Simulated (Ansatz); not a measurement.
Gas-phase electronic energies from Ansatz, PBE0-D4/def2-TZVP geometries. CCSD(T)/CBS adds triple-zeta CCSD(T) − MP2 to the extrapolated MP2 energy (def2 sets, frozen cores). DFT in def2-TZVPP. For Br outer-core shells are correlated without core-valence functions, which leaves a few kJ/mol of doubt a bond. Scalar relativity is left out up to krypton. One conformer a species, not always the lowest.

Reaction (redistribution): `C[O][AlH][SH]` + `C[SiH](O)Br` → `[SH][AlH][Br]` + `CO[SiH](C)O`

```csv
level,ΔE (kJ/mol)
r2SCAN-D4,-34.7
B2PLYP,-34.3
MP2/def2-TZVPP,-35.1
CCSD/def2-TZVPP,-38.3
```

Problem. What does CCSD(T)/CBS give? (Estimate.)

Solution. The calculation gave: -36.1 kJ/mol. The listed levels differ from it by 1.4, 1.8, 1.0, -2.2 kJ/mol.

Largest T1 diagnostic among the species: 0.012.

From PBE to PBE0 (25 % exact exchange), in def2-TZVPP and without D4, ΔE moves by −4.6 kJ/mol. In def2-TZVPP, CCSD(T) changes the Hartree–Fock value by +7.3 kJ/mol (the triples alone add +1.0 kJ/mol) and MP2 by +9.6 kJ/mol.
